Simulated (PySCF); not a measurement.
Cartesian coordinates in Å; atom numbers follow the order of the lines, from 1:
```xyz
20

C    -3.266   -0.090   -0.177
C    -1.770   -0.096   -0.450
C    -0.932    0.130    0.810
C     0.543    0.107    0.542
C     1.363    1.184    0.546
Si    3.077    0.597    0.092
C     2.512   -1.183   -0.072
C     1.192   -1.191    0.202
H    -3.846   -0.235   -1.101
H    -3.586    0.863    0.272
H    -3.547   -0.894    0.523
H    -1.481   -1.053   -0.917
H    -1.515    0.685   -1.186
H    -1.209    1.092    1.270
H    -1.179   -0.656    1.548
H     0.995    2.185    0.780
H     3.610    1.182   -1.179
H     4.107    0.804    1.158
H     3.064   -2.090   -0.322
H     0.582   -2.103    0.194
```

Geometry: PBE0-D3(BJ)/def2-SVP; GIAO shifts from PySCF 2.14.0 with density-fitted response routines, gas phase, non-relativistic, averaged over equivalent atoms.

At B3LYP/pcSseg-1 (203 basis functions, 62 s wall time on 1 thread of an Arm Neoverse N1, shared host):
```
     atoms  δ (ppm)
        C4    174.9
        C8    160.8
        C7    135.1
        C5    123.7
        C3     44.5
        C2     28.6
        C1     17.4
       Si6    -41.6
       H20     7.02
       H19     6.20
       H16     5.61
   H17/H18     4.56
   H14/H15     2.17
   H12/H13     1.35
H9/H10/H11     1.07
```

Scale: TMS for ¹³C (σ = 179.24 ppm) and ²⁹Si (σ = 337.86 ppm) and ¹H (σ = 31.38 ppm) (reference shieldings calculated alike).

Question: What do these become at PBE0/pcSseg-1?

Answer: 
| atoms | δ at PBE0/pcSseg-1 | change |
| --- | --- | --- |
| C4 | 173.5 | -1.4 |
| C8 | 160.6 | -0.2 |
| C7 | 135.3 | +0.2 |
| C5 | 124.3 | +0.6 |
| C3 | 43.0 | -1.5 |
| C2 | 26.9 | -1.7 |
| C1 | 16.7 | -0.7 |
| Si6 | -38.4 | +3.2 |
| H20 | 7.12 | +0.10 |
| H19 | 6.38 | +0.18 |
| H16 | 5.78 | +0.17 |
| H17/H18 | 4.66 | +0.10 |
| H14/H15 | 2.18 | +0.01 |
| H12/H13 | 1.33 | -0.02 |
| H9/H10/H11 | 1.05 | -0.02 |

Referencing at the same level of theory: ¹³C (σref 184.41) and ²⁹Si (σref 351.99) and ¹H (σref 31.27) against TMS.

The largest change is at Si6 (silicon bonded to 2 C, 2 H, in a 5-membered ring). Cost: 203 basis functions, 66 s wall time on 1 thread of an Arm Neoverse N1, shared host. The order of the carbon signals is the same at both levels.
